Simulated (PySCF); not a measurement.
Group charges in `O=S(=O)(O)C(F)(F)C(F)(F)C(F)(F)F`

Compound: C3HF7O3S.
Atom-mapped SMILES: `[O:1]=[S:2](=[O:3])([OH:4])[C:5]([F:6])([F:7])[C:8]([F:9])([F:10])[C:11]([F:12])([F:13])[F:14]` (hydrogens: H15 on O4)

Cartesian coordinates in Å at the PBE0-D3(BJ)/def2-SVP level; atoms count from 1:
```
atom  x, y, z in Å
O1    -2.803   -1.459    0.193
S2    -2.062   -0.324   -0.283
O3    -2.229    0.267   -1.591
O4    -2.184    0.812    0.843
C5    -0.258   -0.771   -0.101
F6    -0.005   -0.926    1.196
F7    -0.079   -1.923   -0.735
C8     0.685    0.296   -0.705
F9     0.241    1.521   -0.355
F10    0.675    0.187   -2.027
C11    2.150    0.183   -0.209
F12    2.240    0.595    1.043
F13    2.561   -1.073   -0.290
F14    2.920    0.941   -0.970
H15   -1.875    1.655    0.471
```

Atomic charges (e) from the PBE0/pcSseg-1 density (PySCF):

```
atom  Mulliken      IAO  Hirshfeld  ESP-fitted
  O1   -0.4681  -0.8072    -0.2694     -0.3997
  S2   +1.2433  +2.1117    +0.5235     +1.0075
  O3   -0.4876  -0.8349    -0.2875     -0.4526
  O4   -0.4323  -0.7051    -0.1911     -0.5049
  C5   +0.3349  +0.3411    +0.1400     +0.0411
  F6   -0.2399  -0.2518    -0.0625     -0.0668
  F7   -0.2331  -0.2444    -0.0588     -0.0635
  C8   +0.3985  +0.4945    +0.1367     +0.0830
  F9   -0.2887  -0.2773    -0.0664     -0.1114
 F10   -0.2382  -0.2435    -0.0616     -0.0700
 C11   +0.8540  +0.7938    +0.2382     +0.5265
 F12   -0.2404  -0.2552    -0.0757     -0.1533
 F13   -0.2429  -0.2589    -0.0720     -0.1319
 F14   -0.2385  -0.2518    -0.0720     -0.1378
 H15   +0.2790  +0.3891    +0.1788     +0.4340
```

Task: Cut each of the bonds S2–C5, O4–S2, C8–C5 and C11–C8 in turn and sum the charges on the side of the atom named first.

Result: In e; the other side holds the opposite charge:

```tsv
bond cut	piece	atoms	Mulliken	IAO	Hirshfeld	ESP-fitted
S2–C5	SO3H	5	+0.134	+0.154	-0.046	+0.084
O4–S2	OH	2	-0.153	-0.316	-0.012	-0.071
C8–C5	C2F5	7	+0.004	+0.002	+0.027	+0.005
C11–C8	CF3	4	+0.132	+0.028	+0.018	+0.103
```

Extremes among these pieces. Mulliken: lowest OH at O4, highest SO3H at S2; IAO: lowest OH at O4, highest SO3H at S2; Hirshfeld: lowest SO3H at S2, highest C2F5 at C8; ESP-fitted: lowest OH at O4, highest CF3 at C11.

Task: Do the schemes agree better on the pieces than on the single atoms at the cuts?

Result: The spread between schemes averages 0.161 e for the pieces and 0.782 e for the atoms named first; it is smaller for the piece at 4 of the 4 cuts. On average they agree better on the pieces. The sign differs between schemes (beyond ±0.03 e) for SO3H at S2.

One conformer (not necessarily the lowest) at the PBE0-D3(BJ)/def2-SVP geometry, without solvent, vibrations or thermal averaging.

The run behind these numbers computed NMR shieldings as well. On 2 threads, Intel Xeon 6975P-C (x86_64), no GPU, shared host, this took 36 s wall, 87 s CPU (with the writing of density and orbital grids) and 2.0 GiB of memory at its peak.
